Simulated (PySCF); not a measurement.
Compound: C6H10O2Si.
Numbering: `[CH3:1][C:2]#[C:3][SiH:4]1[O:5][CH2:6][CH2:7][CH2:8][O:9]1` (hydrogens: H10, H11, H12 on C1; H13 on Si4; H14, H15 on C6; H16, H17 on C7; H18, H19 on C8)

The same species was optimised twice, with GFN2-xTB and with PBE0-D3(BJ)/def2-SVP (PySCF), and the same property calculations (PySCF, gas phase) were run on both structures.

```csv
coordinate,GFN2-xTB,PBE0-D3(BJ)/def2-SVP,change
C3–Si4 (Å),1.840,1.813,-0.027
Si4–O5 (Å),1.637,1.662,+0.025
Si4–O9 (Å),1.637,1.662,+0.025
C2≡C3 (Å),1.204,1.219,+0.015
C8–O9 (Å),1.399,1.410,+0.011
O5–C6 (Å),1.399,1.410,+0.011
C1–C2 (Å),1.446,1.450,+0.004
C7–C8 (Å),1.525,1.522,-0.003
C6–C7 (Å),1.525,1.522,-0.003
O5–Si4–O9 (°),108.5,106.1,-2.4
C2–C3–Si4 (°),176.7,178.7,+2.0
C3–Si4–O9 (°),108.3,110.0,+1.7
C6–C7–C8 (°),110.6,112.3,+1.7
C3–Si4–O5 (°),108.4,109.9,+1.5
Si4–O9–C8 (°),121.7,120.8,-0.9
Si4–O5–C6 (°),121.6,120.9,-0.7
C1–C2–C3 (°),179.3,179.6,+0.3
```

Rotational constants: A = 2976, B = 727.9, C = 681.8 MHz (GFN2-xTB) against A = 3198, B = 700.3, C = 646.1 MHz (PBE0-D3(BJ)/def2-SVP).

On the GFN2-xTB structure: HOMO (eV) -7.70 [PBE0/pcSseg-1]; LUMO (eV) 0.29 [PBE0/pcSseg-1]; dipole (D) 1.39 [PBE0/pcSseg-1]; GIAO shielding of C1 (ppm) 181.4 [PBE0/pcSseg-1]; GIAO shielding of C2 (ppm) 79.7 [PBE0/pcSseg-1]; GIAO shielding of C3 (ppm) 100.1 [PBE0/pcSseg-1]; GIAO shielding of Si4 (ppm) 403.8 [PBE0/pcSseg-1]; GIAO shielding of O5/O9 (mean) (ppm) 289.8 [PBE0/pcSseg-1]; GIAO shielding of C6/C8 (mean) (ppm) 119.6 [PBE0/pcSseg-1]; GIAO shielding of C7 (ppm) 150.5 [PBE0/pcSseg-1].

Q: What do these properties become on the PBE0-D3(BJ)/def2-SVP structure?

A: 
```json
{"property": "HOMO (eV)", "level": "PBE0/pcSseg-1", "on GFN2-xTB": "-7.70", "on PBE0-D3(BJ)/def2-SVP": "-7.78", "change": "-0.08"}
{"property": "LUMO (eV)", "level": "PBE0/pcSseg-1", "on GFN2-xTB": "0.29", "on PBE0-D3(BJ)/def2-SVP": "-0.01", "change": "-0.30"}
{"property": "dipole (D)", "level": "PBE0/pcSseg-1", "on GFN2-xTB": "1.39", "on PBE0-D3(BJ)/def2-SVP": "0.95", "change": "-0.44"}
{"property": "energy, GFN2-xTB geometry as zero (kcal/mol)", "level": "PBE0/pcSseg-1", "on GFN2-xTB": "0.0", "on PBE0-D3(BJ)/def2-SVP": "-1.8", "change": "-1.8"}
{"property": "GIAO shielding of C1 (ppm)", "level": "PBE0/pcSseg-1", "on GFN2-xTB": "181.4", "on PBE0-D3(BJ)/def2-SVP": "178.9", "change": "-2.5"}
{"property": "GIAO shielding of C2 (ppm)", "level": "PBE0/pcSseg-1", "on GFN2-xTB": "79.7", "on PBE0-D3(BJ)/def2-SVP": "75.9", "change": "-3.8"}
{"property": "GIAO shielding of C3 (ppm)", "level": "PBE0/pcSseg-1", "on GFN2-xTB": "100.1", "on PBE0-D3(BJ)/def2-SVP": "100.2", "change": "+0.1"}
{"property": "GIAO shielding of Si4 (ppm)", "level": "PBE0/pcSseg-1", "on GFN2-xTB": "403.8", "on PBE0-D3(BJ)/def2-SVP": "402.2", "change": "-1.6"}
{"property": "GIAO shielding of O5/O9 (mean) (ppm)", "level": "PBE0/pcSseg-1", "on GFN2-xTB": "289.8", "on PBE0-D3(BJ)/def2-SVP": "280.9", "change": "-8.9"}
{"property": "GIAO shielding of C6/C8 (mean) (ppm)", "level": "PBE0/pcSseg-1", "on GFN2-xTB": "119.6", "on PBE0-D3(BJ)/def2-SVP": "118.0", "change": "-1.6"}
{"property": "GIAO shielding of C7 (ppm)", "level": "PBE0/pcSseg-1", "on GFN2-xTB": "150.5", "on PBE0-D3(BJ)/def2-SVP": "150.2", "change": "-0.3"}
```

The heavy atoms differ by 0.128 Å rms after alignment. Among bonds between heavy atoms C3–Si4 changes most (-0.027 Å). Changes are differences of the printed values. Neither structure is proved a minimum here.
